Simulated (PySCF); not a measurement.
## Calculated data, CH9BSi2

All values are calculated (PySCF 2.14.0). Calculation on a computer-drawn molecule: the log of a Hartree-Fock and frozen-core CCSD(T) single point meant for a local Hartree-Fock minimum, with one planted fault or none, to be diagnosed. Offsets are logged minus clean, where the clean run is the same molecule without the fault. The reference is restricted for singlets and unrestricted otherwise, and also for a bond in bohr or an excited solution. Adding or removing an electron swaps singlet and doublet. The excited solution moves the top pair (singlet) or top alpha electron (doublet) to the lowest empty orbital. Highest occupied and lowest empty are orbital energies over both spins, largest force is the largest gradient component, triples share is (T) over the correlation energy, the T1 limit is 0.02 restricted and 0.045 unrestricted, electrons count all cores, a negative frequency is imaginary (commonest isotopes), and the dipole is about the centre of nuclear charge.

```xyz
13
formula=CH9BSi2 meant_charge=0 meant_multiplicity=1 meant_basis=cc-pV(D+d)Z logged_electrons=49 logged_basis_functions=119 logged_SCF_converged=yes logged_spin_squared=0.7631 logged_highest_occupied=0.34766 logged_lowest_empty=7.5175 logged_largest_force=0.029062 logged_T1_diagnostic=0.016011 logged_D1_diagnostic=0.078574 logged_triples_share=0.028739 logged_CC_converged=yes logged_dipole_magnitude=9.6465 logged_SCF_stable_within_its_kind=yes logged_energy_HF=-645.60258 logged_energy_CCSD(T)=-646.15096 possible_faults=no_fault,one_electron_removed,one_electron_added,multiplicity_raised_by_two,geometry_at_a_saddle_point,SCF_held_on_an_excited_solution,minimal_basis_STO-3G,one_bond_length_entered_in_bohr,all_coordinates_scaled planted_fault=one_electron_added HF_energy_offset_from_clean_run=31.23 CCSD(T)_energy_offset_from_clean_run=16.13
B     -2.0100     0.0674     1.6791
C     -0.5599    -0.2010     1.1693
Si     0.3033     1.4477     0.7513
Si     2.5044     1.0631    -0.0266
H     -2.2255     0.2588     2.8461
H     -2.9290     0.1393     0.9075
H     -0.5374    -0.7901     0.2468
H      0.0714    -0.6845     1.9219
H      0.3561     2.3158     1.9552
H     -0.4631     2.1748    -0.2925
H      3.2983     0.3593     1.0111
H      3.1756     2.3455    -0.3504
H      2.4758     0.2196    -1.2474
```

Units: logged_highest_occupied, logged_lowest_empty in eV; logged_largest_force in hartree/bohr; logged_dipole_magnitude in debye; logged_energy_HF, logged_energy_CCSD(T) in hartree; HF_energy_offset_from_clean_run, CCSD(T)_energy_offset_from_clean_run in kcal/mol.

Drawn bonds:
```tsv
atom	other atom	order
1	2	1
2	3	1
3	4	1
1	5	1
1	6	1
2	7	1
2	8	1
3	9	1
3	10	1
4	11	1
4	12	1
4	13	1
```

Notes: highest electron not bound in this basis.
